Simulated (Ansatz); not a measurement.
Reaction (cleavage of the Al–Ge bond): `C[O][GeH2][AlH2]` + `[AlH2][SH]` → `[AlH2][S][AlH2]` + `C[O][GeH3]`

Computed with Ansatz on PBE0-D4/def2-TZVP structures; ΔE is electronic, products minus reactants. CCSD(T)/CBS is the MP2 limit (def2-TZVPP, def2-QZVPP) plus CCSD(T) − MP2 in def2-TZVPP, frozen cores. This one scheme is used for every species. Functionals use def2-TZVPP. For Ge outer-core shells are correlated without core-valence functions, which leaves a few kJ/mol of doubt a bond. Scalar relativity is left out up to krypton. Each species was taken in one conformer, which may not be the lowest.

```json
{"level": "r2SCAN-D4", "ΔE (kJ/mol)": "-104.3"}
{"level": "PBE", "ΔE (kJ/mol)": "-92.2"}
{"level": "HF/def2-TZVPP", "ΔE (kJ/mol)": "-113.8"}
{"level": "MP2/CBS(def2)", "ΔE (kJ/mol)": "-115.1"}
```

Problem. What does CCSD(T)/CBS give? (Estimate.)

Solution. The calculation gave: -105.7 kJ/mol. The listed levels differ from it by 1.4, 13.5, -8.1, -9.4 kJ/mol.

Largest T1 diagnostic among the species: 0.012.

From PBE to PBE0 (25 % exact exchange), in def2-TZVPP and without D4, ΔE moves by −6.7 kJ/mol.
